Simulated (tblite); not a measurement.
Species: C8H9 (doublet state).
SMILES with atom numbers: `[C:1]#[C:2][C:3]([CH3:4])([CH:5]=[CH2:6])[CH:7]=[CH2:8]` (hydrogens: H9, H10, H11 on C4; H12 on C5; H13, H14 on C6; H15 on C7; H16, H17 on C8)

Geometry (GFN2-xTB, Å), atoms numbered from 1 in this order:
```xyz
17
C8H9 angstrom
C      1.0991    0.8797   -2.7788
C      0.6796    0.5870   -1.7000
C      0.1128    0.3036   -0.3523
C     -1.1064    1.2067   -0.1552
C      1.1840    0.6749    0.6374
C      1.6501   -0.1133    1.5903
C     -0.1898   -1.1648   -0.3660
C     -1.3825   -1.7212   -0.2329
H     -1.5445    1.0259    0.8246
H     -0.8067    2.2507   -0.2155
H     -1.8494    1.0170   -0.9258
H      1.5559    1.6856    0.5287
H      2.4026    0.2285    2.2808
H      1.2923   -1.1196    1.7322
H      0.6804   -1.7867   -0.5352
H     -1.5033   -2.7910   -0.2703
H     -2.2812   -1.1511   -0.0719
```

Calculated harmonic vibrations of the isolated species, GFN2-xTB (tblite), most abundant isotopes, no scaling. The method is semi-empirical: single wavenumbers can be off by several per cent or more. One conformer, not necessarily the lowest. Open shells enter through the occupations alone, without spin polarisation, and single modes of such species can be off by tens of per cent.

Harmonic wavenumbers (cm⁻¹): 55.4, 76.6, 129.4, 140.7, 240.2, 250.8, 285.3, 301.9, 329.8, 334.6, 456.2, 491.1, 637.9, 644.5, 730.0, 893.8, 897.2, 906.9, 934.9, 1008.4, 1011.2, 1022.5, 1031.8, 1113.8, 1156.7, 1209.2, 1292.8, 1295.7, 1392.1, 1405.2, 1409.7, 1484.4, 1493.5, 1679.8, 1685.2, 2286.1, 3024.1, 3038.6, 3044.6, 3055.5, 3058.9, 3102.7, 3106.5, 3127.2, 3131.7.

A = 2229, B = 2047, C = 1509 MHz; mass 105.070 u (most abundant isotopes); point group C1, symmetry number 1; spin multiplicity 2.

Q: Zero-point energy?

A: ½Σν̃ = 29703 cm⁻¹ = 84.92 kcal/mol.

Q: Entropy at 298.15 K, 1 bar (ideal gas, RRHO, classical rotation)?

A: Translation 39.89, rotation 28.24, vibration 26.95, spin (R ln 2) 1.38: S = 96.5 cal/(mol K).

Q: And Cp and H(298.15 K) − H(0)?

A: Cp = 36.09 cal/(mol K), of which vibrations give 28.14 (their classical limit is 45 R = 89.4); H(298.15 K) − H(0) = 6.69 kcal/mol without the zero-point energy, 4.32 from vibrations.

Q: Blend soft modes into free rotors: weight 1/[1 + (100 cm⁻¹/ν̃)⁴] for the oscillator and the rest for a rotor with moment μB/(μ + B), μ = h/(8π²ν), B = 10⁻⁴⁴ kg m². What vibrational entropy results?

A: 25.12 cal/(mol K) in place of 26.95, which changes −T·S at 298.15 K by +0.55 kcal/mol.

Q: Which modes carry the vibrational entropy at 298.15 K?

A: 55.4 cm⁻¹: 4.61; 76.6 cm⁻¹: 3.98; 129.4 cm⁻¹: 2.95; 140.7 cm⁻¹: 2.79; 240.2 cm⁻¹: 1.80; 250.8 cm⁻¹: 1.72 cal/(mol K); the other 39 give 9.09 together.

Q: What must be added to the electronic energy to get the Gibbs energy at 298.15 K and 1 bar?

A: ZPE + [H(298.15 K) − H(0)] − T·S = 84.92 + 6.69 − 28.76 = 62.85 kcal/mol.

Q: How do the functions run with temperature in this model?

A: 
| T (K) | S (cal/(mol K)) | Cp (cal/(mol K)) | H − H(0) (kcal/mol) | G − H(0) (kcal/mol) | ln q(vib) |
| --- | --- | --- | --- | --- | --- |
| 50 | 57.8 | 12.5 | 0.48 | -2.41 | 0.39 |
| 100 | 68.2 | 18.2 | 1.25 | -5.57 | 1.42 |
| 373.15 | 105.2 | 42.3 | 9.63 | -29.64 | 8.09 |
| 500 | 118.9 | 51.4 | 15.60 | -43.87 | 11.11 |
| 750 | 142.4 | 64.3 | 30.18 | -76.63 | 16.75 |
| 1000 | 162.2 | 73.0 | 47.42 | -114.77 | 21.94 |

q(vib) and H(0) count from the zero-point level.

Hindered rotation and anharmonicity are outside this model. Other conformers, if any are populated, would add a mixing term that is left out. The structure is chiral; the term R ln 2 for an equal mix with its mirror image is left out.

On one thread, Arm Neoverse V1 (aarch64), shared host with 32 logical CPUs at a one-minute load of 24, this took 0.55 s of wall time. This covers the Hessian and the dipole derivatives.
